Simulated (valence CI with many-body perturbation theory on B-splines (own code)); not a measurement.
# Ho¹⁸⁺: key properties

Computed by configuration interaction combined with many-body perturbation theory (CI+MBPT): three valence electrons over a frozen Dirac-Fock core [Kr] 4d10, a basis of 7 s, 7 p, 7 d, 7 f, 4 g, 2 h functions for each j, with the one-electron correlation potential Σ1 (screened to all orders), the two-electron term Σ2, the three-electron term Σ3, Breit, model QED; selected single and double excitations, second order for the rest, scaled by the run's own slope (own B-spline code, finite nucleus).

No measured spectrum was set against this ion. As an estimate, terms of the open shell hold to a few per cent of their energy, and close levels can change places. Excitations out of the core, of the other parity, are not computed and may begin above about 129 eV (a cautious bound); beyond it only levels of the ground parity were kept, without lifetimes.

Names give the largest LS component (configuration and term), which can be under half, so a name can repeat, a term be missing and a line seem to break the LS rules; names also repeat where a configuration has a term twice.

Rates and lifetimes use the calculated energies. Strong lines usually hold to 10 to 20 %, long lifetimes can be off by a factor of two.

**Question.** What is the ground level?

**Answer.** 4f3 4I°_9/2, composition 91 % 4f3 4I° + 8 % 4f3 2H°, g = 0.742.

**Question.** What is the ionisation energy?

**Answer.** 437.38 eV; NIST lists 441 ± 22 eV (theoretical).

**Question.** Name the longest-lived excited levels whose lifetime is computed, and their main decay.

**Answer.** 4f3 4G°_5/2 at 4.90 eV lives 574 ms, mostly by M1 to 4f3 4F°_3/2; 4f3 4S°_3/2 at 4.21 eV lives 342 ms, mostly by M1 to 4f3 4F°_3/2; 4f3 4F°_7/2 at 4.22 eV lives 266 ms, mostly by M1 to 4f3 4I°_9/2. The lifetime of 4f3 4F°_3/2 is too uncertain to give, and may be longer.

**Question.** Where does the other parity begin?

**Answer.** At 4f2 5s 4H_7/2, 33.17 eV.

**Question.** How well does LS coupling describe the low levels?

**Answer.** Among the lowest 20 levels the leading LS term, summed over configurations, holds 78 % on average. For single configurations the figures are 78 % in LS and 68 % in jj coupling. Terms mix most in the J = 3/2 level at 6.21 eV, where the leading one holds 41 %.
